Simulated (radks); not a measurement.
Results of a calculation; reference values are marked as such.
Problem. Neutral iodine, configuration [Kr] 4d10 5s2 5p5 (the NIST ground configuration). Level of theory: scalar-relativistic Kohn-Sham, r2SCAN, spin-polarised, spherical densities, finite nucleus; open shells are filled with parallel spins first (spin-orbit coupling, left out, can overturn this in heavy ions); meta-GGA in the generalised Kohn-Sham scheme; Fermi nuclear charge, rms radius 4.75 fm; hard spherical wall at 7 bohr (a radial shooting solver on a logarithmic mesh with Libxc functionals). Some entries of the table are withheld. Estimate them.

| orbital | occ. | eigenvalue (hartree) | <1/r> (bohr^-1) |
|---|---|---|---|
| 1s up | 1 | -1214.245 | 56.83 |
| 1s down | 1 | -1214.243 | 56.83 |
| 2s up | 1 | -188.2203 | 13.04 |
| 2s down | 1 | -188.2201 | 13.04 |
| 2p up | 3 | -168.8199 | 12.46 |
| 2p down | 3 | -168.8187 | 12.46 |
| 3s up | 1 | -38.22802 | 4.683 |
| 3s down | 1 | -38.22711 | 4.683 |
| 3p up | 3 | -31.89979 | 4.445 |
| 3p down | 3 | -31.89853 | 4.445 |
| 3d up | 5 | -22.43731 | 4.199 |
| 3d down | 5 | -22.43599 | 4.199 |
| 4s up | 1 | -6.79139 | 1.879 |
| 4s down | 1 | -6.78838 | 1.878 |
| 4p up | 3 | -4.79820 | 1.722 |
| 4p down | 3 | -4.79556 | 1.722 |
| 4d up | 5 | -1.88238 | 1.439 |
| 4d down | 5 | -1.87828 | 1.441 |
| 5s up | 1 | -0.66874 | 0.6553 |
| 5s down | 1 | -0.63768 | 0.6561 |
| 5p up | 3 | -0.27732 | 0.5273 |
| 5p down | 2 | -0.24765 | 0.5240 |
| 6s up | 0 | 0.11749 | 0.3144 |
| 6s down | 0 | 0.12883 | 0.3095 |
| 5d up | 0 | 0.14490 | (1) |
| 5d down | 0 | 0.16286 | (2) |
| 4f up | 0 | 0.38586 | 0.2870 |
| 4f down | 0 | 0.39473 | 0.2764 |

Solution. 
(1) 5d up <1/r> (bohr^-1): 0.3366
(2) 5d down <1/r> (bohr^-1): 0.3272
